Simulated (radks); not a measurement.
Spherical jellium clusters: N electrons in a uniform positive sphere of charge N and radius rs N^(1/3), rs = 4.47 bohr. Calculated with a radial shooting solver with Libxc functionals: non-relativistic Kohn-Sham, PBEsol, spin-polarised, spherical densities. Levels are named by radial order and angular momentum (1s, 1p, 1d, 2s, ...), and open shells are averaged over m. Each electron was tried in the lowest free levels, single moves between levels near the top were tried too, and the lowest total energy was kept; such a search can miss a lower state. The series stops at N = 11: beyond it a trial failed or the search could not be trusted, so later rows were left out. Energies include the self-energy of the background; IP and EA are vertical (highest electron removed, lowest free level filled), at fixed background; spill-out counts the electrons outside the background radius R, and alpha is the static dipole polarisability from linear response (closed shells only). A dash means not computed or, for alpha, an open shell; in EA it means that no bound solution was reached, which is typical of self-interaction and does not show that the anion is unstable. Real open-shell clusters deform, which this model forbids.

| N | open shells | 2S | E/N (eV) | E(N+1) + E(N-1) - 2E(N) (eV) | EA (eV) | -e(HOMO) (eV) | spill-out (e) |
|---|---|---|---|---|---|---|---|
| 1 | 1s(up 1, down 0) | 1 | -1.364 | - | - | 2.816 | 0.33 |
| 2 | none | 0 | -1.678 | 0.822 | - | 2.904 | 0.49 |
| 3 | 1p(up 1, down 0) | 1 | -1.509 | -0.580 | - | 2.061 | 0.76 |
| 4 | 1p(up 2, down 0) | 2 | -1.569 | -0.374 | - | 2.504 | 0.92 |
| 5 | 1p(up 3, down 0) | 3 | -1.680 | 0.391 | - | 2.779 | 1.03 |
| 6 | 1p(up 3, down 1) | 2 | -1.689 | -0.372 | - | 2.468 | 1.16 |
| 7 | 1p(up 3, down 2) | 1 | -1.749 | -0.240 | 1.468 | 2.748 | 1.26 |
| 8 | none | 0 | -1.823 | 0.969 | - | 2.936 | 1.35 |
| 9 | 1d(up 1, down 0) | 1 | -1.774 | -0.242 | - | 2.031 | 1.51 |
| 10 | 1d(up 2, down 0) | 2 | -1.758 | -0.197 | - | 2.256 | 1.64 |
| 11 | 1d(up 3, down 0) | 3 | -1.763 | - | 1.300 | 2.433 | 1.75 |

All shells are closed at N = 2, 8 (there: 1s2 1p6); the second difference of the energy has clear peaks (12 % above both neighbours; the first and last values, which can be the largest, are not judged, and half-filled shells can peak too) at N = 5, 8.
